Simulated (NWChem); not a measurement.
Molecule: C2H3ClO2Si; SMILES C=C1O[SiH](Cl)O1

```xyz
9

C     -0.6141     2.7743     0.0000
C     -0.1267     1.5408     0.0000
O      0.1892     0.7522    -1.0871
Si     0.6726    -0.4505     0.0000
Cl    -0.4597    -2.1368     0.0000
O      0.1892     0.7522     1.0871
H     -0.8126     3.2735    -0.9466
H     -0.8126     3.2735     0.9466
H      2.0960    -0.8273     0.0000
```
Atoms are numbered in this order, from 1.

Geometry: optimised at PBE0/def2-SVP.

Question: Give the principal values of the shielding tensors (ppm) of C1, C2, O3, Si4, Cl5 from B3LYP/6-311G** (spherical d), GIAO (NWChem), with their diamagnetic and paramagnetic parts as GIAO splits them.

Answer: 
```
atom    σ11    σ22    σ33  isotropic  diamagnetic  paramagnetic
----  -----  -----  -----  ---------  -----------  ------------
C1     49.5  146.1  160.4      118.7        253.1        -134.5
C2    -90.4   58.1   64.0       10.5        257.2        -246.7
O3    109.2  133.2  168.8      137.1        386.8        -249.7
Si4   302.3  339.5  358.3      333.4        878.7        -545.4
Cl5   659.3  753.5  996.8      803.2       1148.2        -345.0
```
